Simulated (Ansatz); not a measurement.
Mn(SH)2 (MnH2S2): single points at one geometry.

```yaml
crystal:
  periodic: [false, false, false]
  atoms:
    - {symbol: Mn, position_ang: [0.415158, -0.739201, -0.028859]}
    - {symbol: S, position_ang: [0.358042, -0.359741, 2.144877]}
    - {symbol: H, position_ang: [0.173885, 0.981253, 2.026724]}
    - {symbol: S, position_ang: [0.042687, -0.370851, -2.173188]}
    - {symbol: H, position_ang: [-0.989773, 0.488551, -1.969554]}
basis:
  gaussian: {orbitals: def2-TZVP, initial_orbitals: start.molden}
magnetization: {spin_polarized: true, initial_magnetization: 1}
hamiltonian: {xc: pbe0, dispersion: d4}
scf: {omitted_lower_state_checks: [starts]}
output: {orbitals: {seedname: orbitals}}
```

The file start.molden holds the orbitals of an earlier run on this structure, at another level or in another basis.

```sh
$ ansatz run in.yaml --threads 2 --pin off --events-out ev --progress --plain --max-ram 4352MiB
```

It prints (some lines left out):

```
Functional definition: PBE0
1140 factors; their error is unknown
mean field evaluation 1: about -53008.3956 eV, gradient 9.4e1 eV
mean field evaluation 2: about -53010.4615 eV, gradient 3.5e0 eV
mean field evaluation 4: about -53010.7330 eV, gradient 2.5e-1 eV
mean field evaluation 8: about -53010.7339 eV, gradient 1.6e-4 eV
mean field -53010.73389541 eV, -1948.1085386904 hartree, gradient 7.2e-6 eV, S^2 2.695287; 0 other end points of the search recorded, 0 dependent functions left out
reference -53010.73392420 eV, -1948.1085397483 hartree; 30, 29 occupied and 101, 102 virtual orbitals, 1140 factors
Total energy: -53010.83036535 eV, -1948.1120838954 hartree
Checks for a lower state left out: starts
```

It took 12 s on 2 threads of Intel Xeon 6975P-C on a shared host, peak host memory 0.65 GiB.

First input, but with `hamiltonian: {xc: r2scan, dispersion: d4}` (abridged; 15 s):

```
Functional definition: r2SCAN
mean field evaluation 16: about -53022.5682 eV, gradient 6.6e-5 eV
mean field -53022.56820146 eV, -1948.5434414161 hartree, gradient 8.2e-6 eV, S^2 2.676977
Total energy: -53022.59368342 eV, -1948.5443778610 hartree
Checks for a lower state left out: starts
```

Geometry: PBE-D4/def2-TZVP.

At PBE0-D4/def2-TZVP, r2SCAN-D4/def2-TZVP the charge 0 doublet is spin-contaminated (final ⟨S²⟩ up to 2.70, 0.75 for a pure state). At PBE0-D4/def2-TZVP a sextet of charge 0 lies 2.80 eV below the doublet, each at its own geometry.
